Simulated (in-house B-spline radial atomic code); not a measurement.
Configurations of Pm2+, with energies counted from [Xe] 4f5. Level of theory: scalar-relativistic (X2C) LC-wPBE, spin-polarised, spherical fractional occupations, exact exchange averaged over the configuration, Fermi nucleus of rms radius 4.962 fm; calculated with a radial B-spline atomic code at the basis-set limit. Shells without spins written out take the highest spin.

Occupations are held fixed; configurations that lie above the ionisation limit could autoionise.

```json
{"configuration": "[Xe] 4f4 6d1", "E - E(ref) (eV)": "14.551", "highest orbital": "6d up", "its <r> (bohr)": "5.819"}
{"configuration": "[Kr] 4d9 4f6 5s2 5p6", "E - E(ref) (eV)": "116.11", "highest orbital": "4f up", "its <r> (bohr)": "0.9715"}
{"configuration": "[Kr] 4d9 4f5 5s2 5p6 5d1", "E - E(ref) (eV)": "121.74", "highest orbital": "5d up", "its <r> (bohr)": "2.353"}
{"configuration": "[Kr] 4d9 4f5 5s2 5p6 6d1", "E - E(ref) (eV)": "132.41", "highest orbital": "6d up", "its <r> (bohr)": "5.797"}
```

**Question.** Order these further configurations by energy, lowest first.
A. [Xe] 4f4 6p1
B. [Kr] 4d9 4f5 5s2 5p6 6p1
C. [Kr] 4d10 4f5 5s2 5p5 6s1
D. [Kr] 4d10 4f5 5s2 5p5 6d1
E. [Kr] 4d10 4f6 5s2 5p5

**Answer.** A (9.6733 eV), E (19.142 eV), C (22.002 eV), D (31.017 eV), B (127.52 eV).
